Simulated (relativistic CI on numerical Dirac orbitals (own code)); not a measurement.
**Level scheme of V VI**

Method of calculation: Dirac-Coulomb-Breit CI, KLI orbitals optimised for each configuration, a model potential for QED, valence Slater integrals scaled by 0.85, P86 correlation energy added to each configuration (own radial code, finite nucleus).

Configurations in the expansion (outside the closed core [Ne]): 3s²3p⁶, 3s²3p⁵3d, 3s3p⁶3d, 3s²3p⁵4s, 3s²3p⁵4p, 3s²3p⁵4d, 3s²3p⁵5s, 3s²3p⁵4f, 3s²3p⁵5p, 3s3p⁶4s, 3s²3p⁵5d, 3s²3p⁵5f, 3s²3p⁵6s, 3s²3p⁵5g, 3s²3p⁵6p, 3s3p⁶4p, 3s²3p⁵6d, 3s3p⁶4d, 3s3p⁶5s, 3s3p⁶4f, 3s3p⁶5p, 3s3p⁶5d, 3s3p⁶5f, 3s3p⁶6s, 3s3p⁶5g, 3s3p⁶6p, 3s3p⁶6d, 3p⁶3d², 3p⁵3d³, 3p⁵3d²4s, 3p⁵3d²4p, 3p⁵3d²4d, 3p⁵3d²5s. Double excitations out of closed p, d and f shells are left out; levels of such configurations are missing from the list, as are those of other unlisted configurations, and high levels can miss mixing partners. These lack a partner that the ground configuration has and come out too high: 3s²3p⁵4f, 3s²3p⁵5p, 3s²3p⁵5d, 3s²3p⁵5f, 3s²3p⁵6s.

```
No.  Configuration  Term  J   E (eV)    %  Lifetime (s)
  1         3s²3p⁶    ¹S  0    0.000  100              
  2       3s²3p⁵3d   ³P°  0   38.349  100              
  3       3s²3p⁵3d   ³P°  1   38.501  100      1.24e-07
  4       3s²3p⁵3d   ³P°  2   38.818   99      2.95e-02
  5       3s²3p⁵3d   ³F°  4   39.904  100              
  6       3s²3p⁵3d   ³F°  3   40.181   97      3.29e+00
  7       3s²3p⁵3d   ³F°  2   40.468   97      1.44e+00
  8       3s²3p⁵3d   ³D°  3   42.725   75      1.52e-01
  9       3s²3p⁵3d   ¹D°  2   42.844   57      4.53e-02
 10       3s²3p⁵3d   ³D°  1   43.043   99      9.52e-09
 11       3s²3p⁵3d   ³D°  2   43.151   57      4.66e-02
 12       3s²3p⁵3d   ¹F°  3   43.348   73      4.68e-02
 13       3s²3p⁵3d   ¹P°  1   55.512   99      4.33e-12
 14       3s²3p⁵4s   ³P°  2   68.259   99      9.46e-06
 15       3s²3p⁵4s   ³P°  1   68.641   76      1.98e-10
 16       3s²3p⁵4s   ³P°  0   69.205   99      9.43e-06
 17       3s²3p⁵4s   ¹P°  1   69.696   76      6.30e-11
 18        3s3p⁶3d    ³D  1   74.504   97      3.01e-11
 19        3s3p⁶3d    ³D  2   74.528   96      2.98e-11
 20        3s3p⁶3d    ³D  3   74.566   95      2.95e-11
 21       3s²3p⁵4p    ³S  1   75.162   95      1.24e-10
 22       3s²3p⁵4p    ³D  2   76.523   65      1.44e-10
 23       3s²3p⁵4p    ³D  3   76.536   95      1.52e-10
 24       3s²3p⁵4p    ³D  1   76.889   61      1.35e-10
 25       3s²3p⁵4p    ³P  2   77.136   53      1.20e-10
 26       3s²3p⁵4p    ¹P  1   77.565   48      1.30e-10
 27       3s²3p⁵4p    ³P  0   77.725   98      1.04e-10
 28       3s²3p⁵4p    ³P  2   77.799   43      1.25e-10
 29       3s²3p⁵4p    ³P  1   77.953   66      1.12e-10
 30        3s3p⁶3d    ¹D  2   78.710   96      2.80e-11
 31       3s²3p⁵4p    ¹S  0   80.162   96      1.26e-10
 32       3s²3p⁵4d   ³P°  0   88.141   99      2.42e-10
 33       3s²3p⁵4d   ³P°  1   88.238   95      2.40e-10
 34       3s²3p⁵4d   ³P°  2   88.453   87      2.45e-10
 35       3s²3p⁵4d   ³F°  4   88.634  100      2.38e-10
 36       3s²3p⁵4d   ³F°  3   88.724   64      2.35e-10
 37       3s²3p⁵4d   ³F°  2   89.004   55      2.30e-10
 38       3s²3p⁵4d   ³D°  3   89.097   51      2.36e-10
 39       3s²3p⁵4d   ³D°  1   89.374   54      1.33e-10
 40       3s²3p⁵4d   ³F°  2   89.799   44      2.29e-10
 41       3s²3p⁵4d   ³D°  3   89.874   48      2.35e-10
 42       3s²3p⁵4d   ³D°  2   89.903   54      2.32e-10
 43       3s²3p⁵4d   ¹P°  1   90.212   53      1.29e-10
 44       3s²3p⁵5s   ³P°  2   95.670   99      1.47e-10
 45       3s²3p⁵5s   ¹P°  1   95.839   51      7.21e-11
 46       3s²3p⁵5s   ³P°  0   96.620   99      1.47e-10
 47       3s²3p⁵5s   ³P°  1   96.741   51      7.50e-11
 48       3s²3p⁵4f    ³D  1   97.023   99      1.93e-11
 49       3s²3p⁵4f    ³D  2   97.105   89      1.99e-11
 50       3s²3p⁵4f    ³G  5   97.111  100      2.46e-11
 51       3s²3p⁵4f    ³G  4   97.192   61      2.51e-11
 52       3s²3p⁵4f    ³D  3   97.271   73      2.06e-11
 53       3s²3p⁵4f    ³G  3   97.449   54      2.49e-11
 54       3s²3p⁵4f    ³F  4   97.499   50      2.53e-11
 55       3s²3p⁵4f    ¹D  2   97.564   63      2.87e-11
 56       3s²3p⁵4f    ³G  3   98.281   46      2.50e-11
 57       3s²3p⁵4f    ³F  4   98.320   49      2.52e-11
 58       3s²3p⁵4f    ³F  3   98.355   42      2.36e-11
 59       3s²3p⁵4f    ³F  2   98.462   59      2.62e-11
 60       3s²3p⁵5p    ³S  1   98.593   86      1.16e-10
 61       3s²3p⁵5p    ³D  3   99.269   98      1.50e-10
 62       3s²3p⁵5p    ³D  2   99.284   58      1.50e-10
 63       3s²3p⁵5p    ¹P  1   99.460   46      1.67e-10
 64       3s²3p⁵5p    ³P  2   99.535   69      1.55e-10
 65       3s²3p⁵5p    ³P  0  100.000   87      1.56e-10
 66       3s²3p⁵5p    ³D  1  100.211   67      1.65e-10
 67       3s²3p⁵5p    ³P  1  100.318   68      1.51e-10
 68       3s²3p⁵5p    ³D  2  100.346   39      1.59e-10
 69       3s²3p⁵5p    ¹S  0  101.212   84      1.75e-10
 70        3s3p⁶4s    ³S  1  103.921   90      2.61e-11
```

Energies count from the lowest computed level; ° marks odd parity; lifetimes are radiative, by E1, M1, E2, M2, E3 decay to levels of this space only; some are left blank where a channel outside the calculation adds to the decay or the decay crosses a small, uncertain gap.

The mean weight of the leading LS term, summed over parents, in these 70 levels is 76 %, and that of the leading jj configuration (from the same eigenvectors) 80 %.

At this charge configurations can still be misplaced by up to about 7 % of their energy. 33 of the 39 excited levels that our extract of the measured tables holds in this range could be paired (the sources list more); they are missed by 12645 cm⁻¹ on average and 68409 at most, and levels without a partner can miss by more.

LS names give the leading component of a level, which can be under half, so a name can repeat, a term be missing and a line seem to break the LS rules.
